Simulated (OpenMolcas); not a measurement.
**Fe4+, Ru4+, Os4+: d⁴ down the group**

```json
{"Program": "OpenMolcas", "Method": "CASSCF", "Basis": "ANO-RCC-VTZP", "Scalar Hamiltonian": "DKH2, point nucleus", "Spin-orbit coupling": "state interaction with AMFI integrals over the reference wave functions, term energies averaged over their components"}
```

Active space for each ion: 4 electrons in 5 orbitals (d).

Computed levels in cm-1 above ⁵D₀:

```tsv
Level	Fe4+	Ru4+	Os4+
⁵D₁	151	454	3613
⁵D₂	446	1243	7190
⁵D₃	869	2258	10273
⁵D₄	1406	3427	12722
³H₄	27122	20279	22180
³H₅	27439	21319	27287
³H₆	27790	22218	29629
³P₀(1)	28975	20195	20685
³P₁(1)	29866	22568	28047
weight of ⁵D in the lowest level (%)	100	98	73
```

Mixed levels, with the weight of the term that names them: Os4+ ⁵D₀ (73 %), Os4+ ³H₄ (61 %), Os4+ ³P₀(1) (60 %).

Measured, with the error of the calculation in %. Measured levels: Fe4+ from Corliss and Sugar, J. Phys. Chem. Ref. Data 11, 135 (1982); Os4+ from the list in Palmeri et al., Atoms 14, 22 (2026).

| Level | Fe4+ | Os4+ |
| --- | --- | --- |
| ⁵D₁ | 142 (+6.6) | 4311 (-16.2) |
| ⁵D₂ | 417 (+6.8) | 8083 (-11.0) |
| ⁵D₃ | 803 (+8.2) | 11018 (-6.8) |
| ⁵D₄ | 1283 (+9.6) | 12966 (-1.9) |
| ³H₄ | 24932 (+8.8) | 20374 (+8.9) |
| ³H₅ | 25226 (+8.8) | 25344 (+7.7) |
| ³H₆ | 25528 (+8.9) | 27669 (+7.1) |
| ³P₀(1) | 24055 (+20.5) |  |
| ³P₁(1) | 24973 (+19.6) | 24680 (+13.6) |

The fine-structure level ⁵D₄ changes by a factor of 9.05 from Fe4+ to Os4+.

Without spin-orbit coupling ³H lies 26662, 19420, 18005 cm-1 above ⁵D in that order; the difference to the level ³H₄, of either sign, comes from spin-orbit coupling, which also lowers the zero.

Without dynamic correlation excited terms often stand tens of per cent too high (terms of higher spin than the ground term too low), and those without a measured partner can miss by more than the paired ones. Computed and measured levels are paired by configuration, term and J; levels that our copy of the source lacks, or whose pairing is in doubt (as where it misses far off the trend of its configuration), stay unpaired and out of the deviations. Levels of configurations outside the active space are missing.

A number in round brackets counts repeated terms of one configuration in the order of the reference energies.
